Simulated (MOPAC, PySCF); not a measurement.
C₂H₄S₂, SMILES `C(S)(=C)S` (S–C–S–H torsion 0°, S–C–S–H torsion 180°), neutral singlet in the gas phase. 

Cartesian coordinates (Å):
SMILES: C=C(S)S
```xyz
8

C     -0.5988    -0.3076    -1.0216
C      0.2037     0.0129     0.0061
S      1.9643     0.0545    -0.2004
S     -0.3202     0.4236     1.6421
H     -0.1843    -0.5478    -2.0005
H     -1.6814    -0.3370    -0.9088
H      2.2659     0.4124     1.0693
H     -1.6492     0.2890     1.4138
```
Charge 0, multiplicity 1.

All levels are single points at this geometry (PBE-D3(BJ)/def2-TZVP); Pople sets use spherical d functions. Orbital energies aren't observables, and empty levels follow the basis.

| level | HOMO (eV) | LUMO (eV) | gap (eV) | dipole (D) | vertical IE, Delta-SCF (eV) |
|---|---|---|---|---|---|
| PBE-D3(BJ)/def2-TZVP in PySCF | -5.36 | -1.50 | 3.86 | 0.90 | 8.23 |
| B3LYP/3-21G in PySCF | -6.12 | -0.19 | 5.93 | 1.45 | – |
| B3LYP/6-311+G** in PySCF | -6.27 | -0.89 | 5.38 | 1.07 | – |
| M06-2X/6-31G* in PySCF | -7.40 | 0.63 | 8.03 | 1.19 | – |
| SVWN5/6-31G* in PySCF | -5.24 | -1.44 | 3.80 | 1.18 | 8.29 |
| HF/6-31G* in PySCF | -8.73 | 3.49 | 12.21 | 1.29 | 7.64 |
| AM1 in MOPAC | -8.81 | 0.26 | 9.07 | 1.43 | – |
| PM3 in MOPAC | -9.13 | -0.46 | 8.67 | 1.66 | – |
| PM7 in MOPAC | -8.92 | -0.91 | 8.01 | 1.53 | – |
